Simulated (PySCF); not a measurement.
(BeO)2 ring, Be2O2.
Cartesian coordinates in Å at the PBE0-D3(BJ)/def2-SVP level; atoms count from 1:
```
atom  x, y, z in Å
Be1   -0.4498   -0.4987   -0.5944
O2     1.0488   -0.3346   -0.5128
Be3    0.4498    0.4987    0.5945
O4    -1.0488    0.3346    0.5127
```

The closed-shell ground state was solved at several levels (PySCF, density fitting, gas phase, non-relativistic). The dipole stays under 0.02 D at every level.

| level | basis functions | total energy (Eh) | HOMO (eV) | LUMO (eV) | gap (eV) |
| --- | --- | --- | --- | --- | --- |
| B3LYP/pcJ-1 | 76 | -180.0380 | -6.86 | -2.61 | 4.25 |
| B3LYP/pcSseg-1 | 58 | -180.0296 | -7.06 | -2.88 | 4.18 |
| PBE0/pcSseg-1 | 58 | -179.7945 | -7.32 | -2.53 | 4.79 |

**Question.** Estimate the row for PBE0/def2-SVPD, a basis of 70 functions; the other rows only guide the guess.

**Answer.** Total energy -179.6823 Eh, HOMO -7.56 eV, LUMO -2.59 eV, gap 4.97 eV.

**Question.** Over all these levels, which gives the widest orbital gap and which the narrowest?

**Answer.** PBE0/def2-SVPD (global hybrid, 25 % exact exchange) has the widest, 4.97 eV, and B3LYP/pcSseg-1 (global hybrid, 20 % exact exchange) the narrowest, 4.18 eV. Functional and basis both differ between the two, so the spread mixes both effects.
